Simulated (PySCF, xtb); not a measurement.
C2H9FSi3, SMILES C[Si]1(F)[SiH2]C[SiH2]1.

Harmonic wavenumbers (cm⁻¹) from xtb with GFN2-xTB at its own minimum, in rising order: 50, 91, 108, 110, 157, 182, 311, 328, 362, 398, 404, 492, 502, 563, 601, 643, 706, 722, 734, 750, 797, 802, 807, 829, 960, 1110, 1367, 1480, 1485, 1485, 2173, 2181, 2203, 2207, 2985, 3003, 3026, 3030, 3051.

What does PySCF with PBE-D3(BJ)/def2-SVP give at its own minimum? (The exact figures need the calculation; the answer reports its results.)

71, 107, 142, 144, 185, 192, 284, 320, 386, 423, 450, 528, 555, 616, 622, 674, 694, 748, 755, 758, 804, 853, 875, 901, 933, 967, 1209, 1318, 1371, 1375, 2126, 2134, 2146, 2147, 2974, 2992, 3072, 3079, 3080. Paired by order, the mean absolute difference is 46 cm⁻¹ and the zero-point energies are 61.7 and 61.5 kcal/mol.
